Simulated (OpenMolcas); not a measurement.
Sm3+ with 6 ligands (fluoride) in trigonal prismatic coordination (D3h), a polar angle of 50.6° against the regular 49.1°. A charge of +0.5 e stands 2.4 Å behind each ligand. Ligand basis ANO-RCC-VDZP.

| Property | Result |
| --- | --- |
| Program | OpenMolcas |
| Method | CASSCF |
| Basis | ANO-RCC-VDZP [7s6p4d2f1g] |
| Scalar Hamiltonian | DKH2, point nucleus |
| Active space | 5 electrons in 7 orbitals (4f) |
| State averaging | 2S+1 = 6 odd, 21 roots; 2S+1 = 4 odd, 128 roots kept (CI in the orbitals of an earlier block, 108 in the spin-orbit step); 2S+1 = 2 odd, 130 roots kept (CI in the orbitals of an earlier block, 40 in the spin-orbit step) |
| Spin-orbit coupling | RASSI with atomic mean-field integrals over the reference wave functions |

All ligands move together. At R = 2.27 Å the width of the lowest J multiplet is 459 cm-1, and at R = 2.34 Å it is 413 cm-1.

**Question.** A third run gives 515 cm-1. What distance was it run at?

**Answer.** With a power law R^-n the two known points give n = -ln(413 / 459) / ln(2.34 / 2.27) = 3.48. Then R = 2.27 × (459 / 515)^(1/3.48) = 2.196 Å. The run was at 2.2 Å, so the estimate is off by -0.004 Å.

High states are left out of the spin-orbit mixing, which shifts the levels that they would mix with. Without dynamic correlation the ligand-field splitting of an f shell can come out too small, at times by half. No measured value stands beside these numbers; the geometry is a model, was not optimised and need not be the one that this ion takes.
